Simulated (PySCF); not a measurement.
Compound: TcOMe4, C4H12OTc (doublet state).
Bonds: Tc1–O2, Tc1–C3, Tc1–C7, Tc1–C11, Tc1–C15. Hydrogens: H4, H5, H6 on C3; H8, H9, H10 on C7; H12, H13, H14 on C11; H16, H17, H18 on C15.

Method used: PBE0-D3(BJ)/def2-SVP geometry optimisation, gas phase, def2 core potentials past Kr in PySCF 2.14.0.

Q: Give the optimised bond lengths and angles.

A: 
| bond | length (Å) |
| --- | --- |
| Tc1–O2 | 1.648 |
| Tc1–C3 and 3 like bonds | 2.104 |
| C3–H4 and 11 like bonds | 1.100 |

Bonds in one row agree within 0.01 Å and their mean is given. A selection of angles:
| angle | degrees |
| --- | --- |
| O2–Tc1–C3 | 113.1 |
| C3–Tc1–C7 | 81.1 |
| C3–Tc1–C11 | 133.9 |
| Tc1–C3–H4 | 108.1 |
| Tc1–C3–H5 | 110.9 |
| H4–C3–H5 | 108.8 |
| Tc1–C7–H8 | 110.4 |

Of the pairs four or more bonds apart, H6···H17 is among the closest relative to their van der Waals radii: 2.25 Å, 94 % of the sum of Bondi's values. Tc1 (technetium bonded to 4 C and O) has τ5 = (β − α)/60° = 0.01 from the two widest angles, 133.9° and 133.3° (0 for a square pyramid, 1 for a trigonal bipyramid). All 4 C–Tc bonds measure 2.104 Å.

Stationary, but not proved a minimum. ⟨S²⟩ = 0.761 (exact for a doublet: 0.75).

On an x86-64 server with one thread, no GPU, shared host, this took 5.4 min of wall time. These figures are those of the optimisation.

Caution for open-shell metal species: one SCF solution and one stationary point were followed, and a lower state or a bent or distorted shape isn't ruled out.
